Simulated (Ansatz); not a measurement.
Reaction (cleavage of the Si–Ge bond): `[OH][GeH2][SiH2][SiH3]` + `[SH][GeH3]` → `[SiH3][SiH2][S][GeH3]` + `[OH][GeH3]`

Calculated with Ansatz (gas phase, PBE0-D4/def2-TZVP geometries, no zero-point term in ΔE). CCSD(T)/CBS adds triple-zeta CCSD(T) − MP2 to the extrapolated MP2 energy (def2 sets, frozen cores). Functionals use def2-TZVPP. For Ge outer-core shells are correlated without core-valence functions, which leaves a few kJ/mol of doubt a bond. Scalar relativity is left out up to krypton. Each species was taken in one conformer, which may not be the lowest.

`[OH][GeH2][SiH2][SiH3]`:

```xyz
12

O    -1.256    1.710    1.336
Ge   -1.636    0.825   -0.174
Si    0.400    0.049   -1.159
Si    1.557   -1.214    0.431
H    -0.819    1.157    1.987
H    -2.379    1.867   -1.023
H    -2.579   -0.357    0.150
H     1.221    1.215   -1.585
H     0.098   -0.787   -2.354
H     0.773   -2.435    0.763
H     1.715   -0.412    1.676
H     2.905   -1.620   -0.047
```

`[SH][GeH3]`:

Z-matrix (Å, degrees):
```
Ge
S 1 2.224
H 1 1.536 2 110.4
H 1 1.533 2 104.8 3 119.2
H 1 1.536 2 110.4 3 -121.7
H 2 1.343 1 94.6 3 60.6
```

`[SiH3][SiH2][S][GeH3]`:

Z-matrix (Å, degrees):
```
Si
Si 1 2.341
H 1 1.489 2 110.5
H 1 1.487 2 109.5 3 120.2
H 1 1.487 2 110.3 3 -120.0
S 2 2.141 1 111.8 3 -179.4
H 2 1.490 1 110.4 3 57.7
H 2 1.487 1 110.1 3 -62.3
Ge 6 2.226 2 99.3 1 -75.3
H 9 1.533 6 105.3 2 -176.8
H 9 1.536 6 110.3 2 63.7
H 9 1.536 6 109.4 2 -57.3
```

`[OH][GeH3]`:

Z-matrix (Å, degrees):
```
Ge
O 1 1.783
H 1 1.531 2 104.3
H 1 1.541 2 109.9 3 119.6
H 1 1.541 2 109.9 3 -119.6
H 2 0.959 1 112.7 3 180.0
```

```json
{"level": "B2PLYP", "ΔE (kJ/mol)": "-41.7"}
{"level": "PBE", "ΔE (kJ/mol)": "-31.7"}
```

(1) What does CCSD(T)/CBS give? (Best estimate.)

Largest T1 diagnostic among the species: 0.013.

Answers

(1) The calculation gave: -44.8 kJ/mol. The listed levels differ from it by 3.1, 13.1 kJ/mol.

The D4 term adds −5.9 kJ/mol with B3LYP and −3.1 kJ/mol with PBE0; it sums over pairs of atoms, weighted by their polarisabilities, and B3LYP, whose exchange is more repulsive, gets the larger term. From PBE to PBE0 (25 % exact exchange), in def2-TZVPP and without D4, ΔE moves by −4.5 kJ/mol.

B3LYP here is the variant with VWN-RPA as its local correlation; programs differ in this.
